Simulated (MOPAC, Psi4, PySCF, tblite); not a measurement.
Interaction energy of H8Ge3 ··· HF (SMILES [GeH3][GeH2][GeH3] and F). Monomers: optimised at B3LYP-D3(BJ) (def2-TZVP), held rigid. Orientation: a higher rigid-body minimum at GFN2-xTB. Only R, the distance of the centres of mass, is varied, so the lowest point isn't the relaxed dimer.

Geometry at R = 2.74 Å (first 11 atoms: monomer A):
```
13

Ge     1.9078     0.7317    -0.0091
Ge     0.1805    -0.9857    -0.1186
Ge    -2.0409    -0.0041     0.0965
H      3.3132     0.1196    -0.1488
H      1.7025     1.7551    -1.1406
H      1.8260     1.4734     1.3373
H      0.4021    -2.0130     1.0101
H      0.2847    -1.7383    -1.4606
H     -2.2805     1.0067    -1.0395
H     -2.1589     0.7381     1.4399
H     -3.1365    -1.0836     0.0333
F     -0.1696     0.5376    -2.6239
H     -0.1859     0.6136    -3.5451
```

Levels: RMP2/3-21G = restricted MP2 (frozen core)/3-21G, no counterpoise correction (PySCF); AM1, restricted, heats of formation (MOPAC); GFN2-xTB (tblite); SAPT0/jun-cc-pVDZ, frozen core (Psi4).

Interaction energies in kJ/mol; the last columns give the difference from SAPT0:

```tsv
R / Å	RMP2/3-21G	AM1	GFN2-xTB	SAPT0/jun-cc-pVDZ	RMP2/3-21G − SAPT0/jun-cc-pVDZ	AM1 − SAPT0/jun-cc-pVDZ	GFN2-xTB − SAPT0/jun-cc-pVDZ
2.35	-12.65	46.80	-12.47	33.32	-45.97	13.48	-45.79
2.50	-23.94	40.62	-21.46	19.46	-43.40	21.15	-40.92
2.74	-30.72	24.02	-25.60	6.54	-37.26	17.48	-32.13
2.96	-29.33	15.21	-23.61	0.77	-30.10	14.44	-24.38
3.13	-25.69	11.02	-20.57	-1.43	-24.25	12.45	-19.14
3.48	-16.33	6.23	-13.76	-2.88	-13.45	9.11	-10.88
3.78	-9.67	4.07	-9.15	-2.73	-6.94	6.80	-6.42
4.27	-3.60	2.10	-4.64	-1.93	-1.67	4.03	-2.71
4.98	-0.98	0.88	-1.98	-1.02	0.04	1.90	-0.96
5.95	-0.35	0.37	-0.87	-0.45	0.10	0.83	-0.42
7.22	-0.14	0.17	-0.42	-0.19	0.05	0.35	-0.24
```

RMP2/3-21G is furthest from SAPT0/jun-cc-pVDZ at 2.35 (-45.97 kJ/mol, below); its mean absolute difference over the points is 18.48 kJ/mol.

AM1 is furthest from SAPT0/jun-cc-pVDZ at 2.50 (21.15 kJ/mol, above); its mean absolute difference over the points is 9.27 kJ/mol.

GFN2-xTB is furthest from SAPT0/jun-cc-pVDZ at 2.35 (-45.79 kJ/mol, below); its mean absolute difference over the points is 16.73 kJ/mol.
